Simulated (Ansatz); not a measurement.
Cost and result up the ladder for Cu2I (3 atoms). Total charge 0; doublet. Geometry: r2SCAN-D4/def2-TZVP.

```xyz
3

Cu   -0.3815   -1.0528   -2.0331
Cu    0.8943    0.7881    1.9916
I    -0.5127    0.2647    0.0415
```

Ansatz on 4 threads of Arm Neoverse V2 on a shared host. Times are rough, and most runs start from the orbitals of an earlier one. PBE0-D4/def2-TZVP serves as the yardstick here, not as an exact answer. Binding counts from free atoms at the same level (Cu doublet, I doublet; other spins of the atoms weren't run), without zero-point energy or a counterpoise term.

In the def2 sets I takes a core potential; there is no spin–orbit coupling. HSE06 is defined as in plane-wave codes, on full-range PBE exchange. Correlated methods freeze 22 core orbitals; core or outer-core shells of I are correlated, in sets that lack core-valence functions. In CCSD on the charge 0 doublet the largest single amplitude is 0.36, so its Hartree–Fock determinant may place the open shell otherwise than the density functionals do. No other spin state of charge 0 was run. Another isomer (doublet) lies 0.58 eV lower at PBE0-D4/def2-TZVP; other spin states weren't run for this one.

Correlated methods converge slowly with the basis.

```csv
level,functions,wall time,binding energy per atom (eV),difference from PBE0-D4/def2-TZVP (eV)
PBE-D4/def2-TZVP (with forces),140,2.9 s,1.30,0.12
PBE0-D4/def2-TZVP,140,4 s,1.18,0.00
HSE06-D4/def2-TZVP,140,4.1 s,1.20,0.01
BHLYP-D4/def2-TZVP,140,4.1 s,1.04,-0.15
r2SCAN-D4/def2-TZVP,140,6.5 s,1.27,0.09
CCSD(T)/def2-TZVP,140,42 s,1.06,-0.12
```
